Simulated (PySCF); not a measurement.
BeClGeH3.

```xyz
6

Be     0.0000     0.0000    -0.8539
Cl     0.0000     0.0000    -2.6553
Ge     0.0000     0.0000     1.3375
H      1.2357     0.7134     1.9188
H     -1.2357     0.7134     1.9188
H      0.0000    -1.4269     1.9188
```
Charge 0, spin multiplicity 1.

The structure is a stationary point at PBE0-D3(BJ)/def2-TZVP.

Computed with HF/pcSseg-2 run with PySCF. Non-relativistic, no solvent.

Computed absolute GIAO shielding of each atom: isotropic value and principal components (ppm):
| atom | σ(iso) | σ11 | σ22 | σ33 | span |
|---|---|---|---|---|---|
| Be1 | 91.8 | 55.9 | 55.9 | 163.6 | 107.8 |
| Cl2 | 895.9 | 770.0 | 770.0 | 1147.8 | 377.8 |
| Ge3 | 1862.1 | 1810.1 | 1888.1 | 1888.1 | 78.0 |
| H4 | 28.8 | 23.1 | 23.3 | 40.2 | 17.1 |
| H5 | 28.8 | 23.1 | 23.3 | 40.2 | 17.1 |
| H6 | 28.8 | 23.1 | 23.3 | 40.2 | 17.1 |
